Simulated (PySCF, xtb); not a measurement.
C3H3N, SMILES C=CC#N.

GFN2-xTB in xtb at its own geometry gives an orbital gap of 3.96 eV and a dipole moment of 3.72 D.

The structure is a stationary point at B3LYP-D3(BJ)/def2-SVP.

Q: What does PBE/def2-TZVPD run with PySCF give? (An estimate is asked for; the answer gives what the named calculation found.)

A: gap 4.56 eV (levels -7.34 and -2.78 eV), dipole 3.91 D.
